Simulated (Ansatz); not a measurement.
Si3S4⁻. The state is a doublet with charge -1. Geometry PBE-D4/def2-SVPD; atoms count from 1.

```xyz
7

Si   -0.934   -0.278   -0.218
Si    2.108   -0.599   -0.133
Si    1.219    1.626    0.834
S     0.556   -1.115   -1.624
S     0.493   -0.494    1.586
S    -0.656    1.915   -0.303
S    -2.786   -1.054   -0.142
```

The structure comes from a short search, and lower isomers may exist.

Question: Estimate the Mulliken populations from the PBE0/def2-TZVPD orbitals of Ansatz.

Answer: 
```tsv
atom	charge (e)	spin (α − β)
Si1	0.90	-0.01
Si2	-0.04	0.43
Si3	-0.04	0.43
S4	-0.41	0.05
S5	-0.32	0.03
S6	-0.41	0.05
S7	-0.69	0.01
```
Mulliken values depend strongly on the basis. With diffuse functions, as here, like atoms can get unlike values, and bond orders can come out too low or too high.

Question: Where does the spin sit?

Answer: Summed by element: Si 0.85, S 0.15, of 1 unpaired in all. Largest on single atoms: Si3 0.43, Si2 0.43, S6 0.05.

Question: And the Mayer bond orders between heavy atoms (over 0.3)?

Answer: Si1–S4 0.84 (2.21 Å); Si1–S5 0.64 (2.31 Å); Si1–S6 0.84 (2.21 Å); Si1–S7 1.66 (2.01 Å); Si2–Si3 0.59 (2.58 Å); Si2–S4 1.11 (2.21 Å); Si2–S5 0.74 (2.36 Å); Si3–S5 0.74 (2.36 Å); Si3–S6 1.11 (2.21 Å).
